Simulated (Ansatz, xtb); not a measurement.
Relative energy of two isomers of C5H7F3O

Structure X: `C/C(O)=C(\C)C(F)(F)F`, a singlet. Structure Y: `CC(=O)[C@@H](C)C(F)(F)F`, a singlet. Both are isolated molecules in the gas phase, relaxed with B3LYP/def2-SVP, each in the lowest conformer that the search found.

Quicker runs give these differences E(Y) − E(X): GFN2-xTB −2.4 kcal/mol; HF/STO-3G −15.0 kcal/mol (at GFN2-xTB geometries); r2SCAN-D4/def2-SVP −10.4 kcal/mol (at GFN2-xTB geometries).

Estimate E(Y) − E(X) at the level CCSD(T)/def2-SVP + ΔMP2/def2-TZVPP.

Calculated at CCSD(T)/def2-SVP + ΔMP2/def2-TZVPP: E(Y) − E(X) = −10.0 kcal/mol, so structure Y lies lower.

How the difference moves with the method:

| level | geometry | E(Y) − E(X) (kcal/mol) | departure from the last row (kcal/mol) | job, with rough time for the two |
| --- | --- | --- | --- | --- |
| GFN2-xTB | GFN2-xTB | −2.4 | +7.6 | optimisation, 0.32 s |
| HF/STO-3G | GFN2-xTB | −15.0 | −4.9 | single point, 0.86 s |
| r2SCAN-D4/def2-SVP | GFN2-xTB | −10.4 | −0.3 | single point, 9.3 s |
| B3LYP/def2-SVP | B3LYP/def2-SVP | −9.6 | +0.5 | optimisation, 5.2 min |
| HF/def2-SVP | B3LYP/def2-SVP | −13.6 | −3.5 | part of the CCSD(T) run |
| MP2/def2-SVP | B3LYP/def2-SVP | −13.1 | −3.0 | part of the CCSD(T) run |
| CCSD(T)/def2-SVP | B3LYP/def2-SVP | −13.3 | −3.2 | single point |
| CCSD(T)/def2-SVP + ΔMP2/def2-TZVPP | B3LYP/def2-SVP | −10.0 |  | single point, 6.9 min |

As drawn, Y has 1 C–C, 1 C=O, 1 C–H in place of 1 C–O, 1 C=C, 1 O–H.

The levels shown agree on the order. The largest departure from CCSD(T)/def2-SVP + ΔMP2/def2-TZVPP is that of GFN2-xTB, 7.6 kcal/mol. The last row adds to CCSD(T) the change of the MP2 difference between the two basis sets, here +3.2 kcal/mol, a large step that makes the value less sure.

With thermal terms from frequencies at re-optimised GFN2-xTB minima (ideal gas, soft modes damped towards free rotors, one conformer each, 298.15 K, 1 atm): the zero-point term adds +0.1 kcal/mol; ΔH is −10.0 and ΔG −9.9 kcal/mol.

The correlated steps freeze 9 core orbitals. Mirror images aren't counted in ΔG. Codes used: Ansatz 0.2.0, xtb 6.7.1; the last row on 2 threads of Arm Neoverse V1 on a shared host.
